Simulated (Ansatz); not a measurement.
Program: Ansatz. Geometries: PBE0-D4/def2-TZVP. ΔE: electronic, gas phase. CBS: MP2 limit from def2 TZ/QZ plus the TZ coupled-cluster correction, frozen cores. One conformer a species, not always the lowest.

Consider the ligand exchange at the Si–C bond: `CC(F)(F)[SiH2]F` + `N[SiH2]S` → `N[SiH2]S[SiH2]F` + `CC(F)F`.

```
          species  CCSD(T)/CBS(def2) energy (Eh)
`CC(F)(F)[SiH2]F`                     -667.62717
       `N[SiH2]S`                     -744.61970
`N[SiH2]S[SiH2]F`                    -1134.19017
         `CC(F)F`                     -278.09861
```

Problem. Work out ΔE.

Solution. ΔE = (-1134.19017) + (-278.09861) − (-667.62717) − (-744.61970) = -0.04191 Eh = -110.0 kJ/mol.

Largest T1 diagnostic among the species: 0.012.

From PBE to PBE0 (25 % exact exchange), in def2-TZVPP and without D4, ΔE moves by −5.1 kJ/mol.
